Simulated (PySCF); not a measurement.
Job file and geometry (Å, from GFN2-xTB) of an NMR shielding run on `C[P@+]1(N([SiH3])[SiH3])C[C@H](F)C1`, [C4H14FNPSi2]+, GIAO PBE0/pcSseg-1 NMR shielding, non-relativistic, gas phase in PySCF; density fitting, a coarse starting grid and PySCF grid level 2 are the driver's defaults:

```
$ OMP_NUM_THREADS=1 python probes_run.py task.json out

{"job": {"kind": "nmr", "xc": "PBE0", "basis": "pcSseg-1"}, "charge": 1, "multiplicity": 1}
C      0.479688     1.623386     1.301977
P      0.263508     0.213191     0.191815
N     -1.273091    -0.302449     0.053354
Si    -2.356514     0.521018    -1.110128
Si    -1.915028    -1.431957     1.285178
C      1.561340    -1.060134     0.438616
C      2.379351    -0.375373    -0.678747
F      3.243819     0.519374    -0.108534
C      1.230423     0.404457    -1.355594
H     -0.113538     2.461444     0.935011
H      0.136154     1.349866     2.300120
H      1.533061     1.902655     1.334656
H     -1.464447     1.454986    -1.803182
H     -3.358405     1.206862    -0.304362
H     -2.860627    -0.553176    -1.953127
H     -0.742364    -1.734622     2.110823
H     -2.404782    -2.565340     0.514312
H     -2.931068    -0.686239     2.016498
H      1.227390    -2.056400     0.152836
H      2.077795    -1.098597     1.396290
H      2.975913    -1.027596    -1.320749
H      1.511142     1.407093    -1.673963
H      0.795528    -0.145464    -2.188638
```

Task: Write the output of this run.

Result: 
```
coarse grid: 20048 points
cycle   1  E = -1234.6298949486  dE =  1.280e+00  |g| = 6.650e-01  |ddm| = 4.330e+00
cycle   2  E = -1234.5857814689  dE =  4.411e-02  |g| = 8.597e-01  |ddm| = 1.235e+00
cycle   3  E = -1234.7139666053  dE = -1.282e-01  |g| = 1.066e-01  |ddm| = 7.273e-01
cycle   4  E = -1234.7160378396  dE = -2.071e-03  |g| = 3.729e-02  |ddm| = 1.319e-01
cycle   5  E = -1234.7163528751  dE = -3.150e-04  |g| = 1.103e-02  |ddm| = 4.097e-02
cycle   6  E = -1234.7163736329  dE = -2.076e-05  |g| = 3.422e-03  |ddm| = 1.017e-02
cycle   7  E = -1234.7163758148  dE = -2.182e-06  |g| = 6.564e-04  |ddm| = 3.343e-03
final grid: 178416 points
cycle   8  E = -1234.7737827078  dE = -4.143e-05  |g| = 1.017e-02  |ddm| = 3.524e-02
cycle   9  E = -1234.7737691075  dE =  1.360e-05  |g| = 1.344e-02  |ddm| = 1.728e-02
cycle  10  E = -1234.7738053055  dE = -3.620e-05  |g| = 1.368e-03  |ddm| = 9.862e-03
cycle  11  E = -1234.7738056415  dE = -3.360e-07  |g| = 2.549e-04  |ddm| = 1.249e-03
cycle  12  E = -1234.7738056528  dE = -1.132e-08  |g| = 8.545e-05  |ddm| = 2.776e-04
cycle  13  E = -1234.7738056541  dE = -1.336e-09  |g| = 3.544e-05  |ddm| = 1.091e-04
cycle  14  E = -1234.7738056544  dE = -2.478e-10  |g| = 2.955e-06  |ddm| = 2.866e-05
converged SCF energy = -1234.7738056544

GIAO shielding tensors (ppm)
atom      isotropic    diamagn.    paramagn.     s11        s22        s33       span
  0 C      166.523     257.282     -90.759    144.413    166.591    188.564     44.151
  1 P      255.818     969.796    -713.978    215.593    233.735    318.128    102.535
  2 N      243.160     340.443     -97.283    238.950    242.260    248.271      9.321
  3 Si     393.616     881.144    -487.529    349.542    392.700    438.605     89.063
  4 Si     393.625     881.032    -487.407    349.523    392.865    438.487     88.964
  5 C      140.543     258.299    -117.756    122.331    135.572    163.725     41.394
  6 C      100.655     252.227    -151.572     68.324     79.029    154.614     86.290
  7 F      362.374     474.645    -112.271    313.390    371.175    402.557     89.167
  8 C      140.569     257.904    -117.334    122.349    135.638    163.721     41.373
  9 H       29.376      31.002      -1.625     25.186     27.574     35.369     10.183
 10 H       29.370      30.858      -1.488     25.175     27.565     35.371     10.196
 11 H       29.340      30.339      -0.999     24.052     28.025     35.942     11.891
 12 H       27.019      30.788      -3.769     22.881     27.562     30.615      7.733
 13 H       26.705      29.288      -2.583     22.879     24.709     32.527      9.649
 14 H       26.694      29.455      -2.761     22.802     24.470     32.811     10.009
 15 H       27.022      30.596      -3.574     22.884     27.568     30.615      7.730
 16 H       26.694      29.361      -2.667     22.804     24.468     32.810     10.006
 17 H       26.705      29.191      -2.486     22.877     24.710     32.529      9.652
 18 H       28.388      32.876      -4.488     24.859     27.750     32.555      7.696
 19 H       28.300      31.313      -3.012     24.846     26.398     33.657      8.812
 20 H       25.843      29.819      -3.976     21.434     25.577     30.518      9.084
 21 H       28.301      31.378      -3.077     24.845     26.398     33.661      8.816
 22 H       28.392      32.918      -4.525     24.863     27.759     32.556      7.693
```

Task: Turn these shieldings into chemical shifts. δ = σ(ref) − σ, references computed at the same level: TMS for 13C (σ = 186.93 ppm) and 29Si (σ = 349.16 ppm) and 1H (σ = 31.72 ppm); 31P (σ = 318.38 ppm) vs H3PO4; 15N (σ = 267.73 ppm) vs NH3; CFCl3 for 19F (σ = 170.95 ppm).

Result: Averaging equivalent atoms: C 6: 86.3; C 5/8: 46.4; C 0: 20.4; P 1: 62.6; N 2: 24.6; Si 3/4: -44.5; F 7: -191.4; H 20: 5.87; H 12/13/14/15/16/17: 4.91; H 19/21: 3.42; H 18/22: 3.33; H 9/10/11: 2.35 ppm. Unscaled 19F shifts against computed CFCl3 carry errors that often reach 10 to 50 ppm. Experimental scales use liquid or dissolved standards, which lie at an offset from isolated NH3 (liquid NH3: subtract about 20 ppm) and H3PO4.

Size and cost of the density-fitted run: 244 basis functions, 55 s wall time on 1 thread of an Arm Neoverse V2, shared host; peak memory 1.1 GiB.
